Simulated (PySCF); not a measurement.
Species: Si₆H₁₂.
Bonds: Si1–Si2, Si2–Si3, Si3–Si4, Si4–Si5, Si5–Si6, Si1–Si6. Hydrogens: H7, H8 on Si1; H9, H10 on Si2; H11, H12 on Si3; H13, H14 on Si4; H15, H16 on Si5; H17, H18 on Si6.

Level of theory: PBE0-D3(BJ)/def2-SVP geometry optimisation, gas phase (PySCF 2.14.0).

Task: List the bond lengths, angles and torsions at this level.

Result: 
| bond | length (Å) |
| --- | --- |
| Si1–Si2 and 5 like bonds | 2.347 |
| Si1–H7 and 11 like bonds | 1.498 |

Bonds in one row agree within 0.01 Å and their mean is given. A selection of angles:
| angle | degrees |
| --- | --- |
| Si2–Si1–Si6 | 108.6 |
| Si2–Si1–H7 | 108.8 |
| Si2–Si1–H8 | 110.9 |
| H7–Si1–H8 | 108.6 |
| Si3–Si4–Si5 | 108.4 |

Torsions: Si6–Si1–Si2–Si3 62° (synclinal); Si1–Si2–Si3–Si4 -62° (synclinal); Si2–Si3–Si4–Si5 62° (synclinal); Si3–Si4–Si5–Si6 -62° (synclinal); Si4–Si5–Si6–Si1 62° (synclinal); Si2–Si1–Si6–Si5 -62° (synclinal).

Si1 (SiH2 silicon) is tetrahedral (angles from 108.6° to 111.0°). The 6-membered ring Si1–Si2–Si3–Si4–Si5–Si6 has internal angles of 108.4° to 108.7° (sum 652°, against 720° for a flat polygon); it is puckered, 0.41 Å rms from its mean plane, widest ring torsion 62°. All 6 Si–Si bonds measure 2.347 Å.

Point group: D3d (every atom within 0.08 Å of its image). No frequency check. The numbers are those of one conformer.

On Arm Neoverse V1, one thread, no GPU (shared host), this took 2.4 min of wall time. That covers the optimisation of the geometry.
